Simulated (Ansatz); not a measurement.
Reaction (redistribution): `[F][Ge][F]` + `[NH]=[Nb]([NH2])([OH])[OH]` → `[NH2][Ge][F]` + `[NH]=[Nb]([OH])([OH])[F]`

Calculated with Ansatz (gas phase, PBE0-D4/def2-TZVP geometries, no zero-point term in ΔE). CCSD(T)/CBS adds triple-zeta CCSD(T) − MP2 to the extrapolated MP2 energy (def2 sets, frozen cores). def2 core potentials past Kr. For Ge, Nb outer-core shells are correlated without core-valence functions, which leaves a few kJ/mol of doubt a bond. Scalar relativity is left out up to krypton. Each species was taken in one conformer, which may not be the lowest.

| species | MP2/CBS(def2) energy (Eh) |
| --- | --- |
| `[F][Ge][F]` | -2275.74956 |
| `[NH]=[Nb]([NH2])([OH])[OH]` | -319.79439 |
| `[NH2][Ge][F]` | -2231.83463 |
| `[NH]=[Nb]([OH])([OH])[F]` | -363.72245 |

Work out ΔE.

ΔE = (-2231.83463) + (-363.72245) − (-2275.74956) − (-319.79439) = -0.01313 Eh = -8.2 kcal/mol. CCSD(T)/CBS gives -8.7 kcal/mol.

Largest T1 diagnostic among the species: 0.021, so the coupled-cluster value is less sure than usual.

In def2-TZVPP, CCSD(T) changes the Hartree–Fock value by +1.3 kcal/mol (the triples alone add +0.2 kcal/mol) and MP2 by +1.7 kcal/mol. At CCSD(T), def2-SVP lies −1.4 kcal/mol from the extrapolated value and def2-TZVPP −0.5 kcal/mol.
